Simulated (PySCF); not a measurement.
Species: C₂H₈FOPSi₂.
Cartesian coordinates in Å at the GFN2-xTB level; atoms count from 1:
```xyz
15
C2H8FOPSi2 angstrom
F     -2.2683   -1.2240    1.9208
Si    -1.3195   -0.0249    1.4291
C     -1.6643    0.3996   -0.3868
C     -0.3081    0.5488   -1.0906
Si     0.9175   -0.5968   -0.1718
P      2.8917    0.3815    0.1632
O      0.1749   -0.6456    1.2921
H     -1.3098    0.9905    2.4550
H     -2.2129   -0.4324   -0.8354
H     -2.2751    1.2887   -0.5373
H      0.0359    1.5822   -0.9975
H     -0.3982    0.3459   -2.1568
H      0.8875   -1.9779   -0.6659
H      3.3459    0.1220   -1.1179
H      3.4985   -0.7496    0.6780
```

NICS = −σ at a ghost point: NICS(0) at the centroid of the ring atoms, NICS(1) 1 Å to either side along the normal of their mean plane, zz for the tensor component along that normal. Level: GIAO PBE0/pcSseg-1 (PySCF, non-relativistic, gas phase) on the GFN2-xTB geometry, one conformer.

Ring bond lengths (Å), with Mayer bond orders in brackets: Si2–C3 1.897 (0.90), C3–C4 1.535 (1.01), C4–Si5 1.913 (0.91), Si5–O7 1.642 (0.91), O7–Si2 1.624 (0.97).

Q: Give the NICS values of each ring in ppm.

A: 
```json
{"ring": "Si2–C3–C4–Si5–O7", "type": "5-membered ring with O and 2 Si; formal bonds all single", "NICS(0)": "-4.5", "NICS(1), two faces": "-2.4 / -3.1", "NICS(1)zz, two faces": "-1.3 / -1.8", "rms pucker (Å)": "0.14", "centre to ring atoms, mean (Å)": "1.45"}
```

Q: What do they say, and how far can they be read as aromaticity?

A: 
- Si2–C3–C4–Si5–O7: mean NICS(1)zz -1.6 ppm, near zero. Si2, C3, C4, Si5 have four or more neighbours, and the NICS criterion for π rings isn't applied.

Q: What is the mean of the two in-plane components of NICS at the second NICS(1) probe listed for ring Si2–C3–C4–Si5–O7, 1 Å off the ring?

A: The isotropic value is a third of the trace: (3 × -3.1 − (-1.8))/2 = -3.8 ppm.

Q: Give the inner angles of the rings and the Hirshfeld charges of the ring atoms.

A: 
- Si2–C3–C4–Si5–O7: Si2 99.9° (+0.492 e), C3 107.5° (-0.163 e), C4 106.7° (-0.164 e), Si5 99.0° (+0.369 e), O7 118.7° (-0.316 e); sum 531.8° against 540° for a flat convex ring.
